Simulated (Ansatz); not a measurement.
`[Cl][Al]([Cl])[SeH]` + HI → `[Cl][Al]([Cl])[I]` + H₂Se at 500 K and 1 bar (ligand exchange at the Al–Se bond).

Program: Ansatz. Geometries: PBE0-D4/def2-TZVP. ΔE: electronic, gas phase. CBS: MP2 limit from def2 TZ/QZ plus the TZ coupled-cluster correction, frozen cores. Elements past krypton have def2 core potentials. For I, Se outer-core shells are correlated without core-valence functions, which leaves a few kJ/mol of doubt a bond. Scalar relativity is left out up to krypton. One conformer a species, not always the lowest.

| species | CCSD(T)/CBS energy (Eh) | H − E (kJ/mol) | S (J/(mol·K)) |
| --- | --- | --- | --- |
| `[Cl][Al]([Cl])[SeH]` | -3563.06769 | 68.0 | 398.7 |
| HI | -298.03592 | 28.6 | 221.6 |
| `[Cl][Al]([Cl])[I]` | -1459.21603 | 43.8 | 382.5 |
| H₂Se | -2401.89790 | 53.1 | 237.8 |

H − E and S are ideal-gas, rigid-rotor, harmonic terms from PBE0-D4/def2-TZVP, for one conformer and one mirror image of each species. 1 Eh = 2625.50 kJ/mol, R = 8.31446 J/(mol·K).

By hand: ΔE, ΔH, ΔS and ΔG.

ΔE = (-1459.21603) + (-2401.89790) − (-3563.06769) − (-298.03592) = -0.01032 Eh = -27.1 kJ/mol. Δ(H − E) = 43.8 + 53.1 − 68.0 − 28.6 = 0.3, so ΔH = -26.8 kJ/mol. ΔS = 382.5 + 237.8 − 398.7 − 221.6 = 0.0 J/(mol·K). ΔG = -26.8 − 500 × (0.0)/1000 = -26.8 kJ/mol.

By hand: the equilibrium constant, and the temperature at which ΔG would vanish if ΔH and ΔS stayed fixed.

log₁₀ K = −ΔG/(RT ln 10) = 2.8. With ΔH or ΔS at zero there is no such temperature.

The number of gas molecules stays the same, so ΔS is small and ΔH decides. A doubt of 5 kJ/mol in ΔE shifts log₁₀ K by 0.5 here. Other conformers and mirror images would add mixing entropy, several J/(mol·K) or more a flexible species. These are equilibria of isolated gas molecules and say nothing of rates. Largest T1 diagnostic: 0.009 (customary marks: 0.02 for closed shells, 0.045 for open ones).

ΔS is within the doubt of such terms, so its sign, and with it that verdict, could turn.
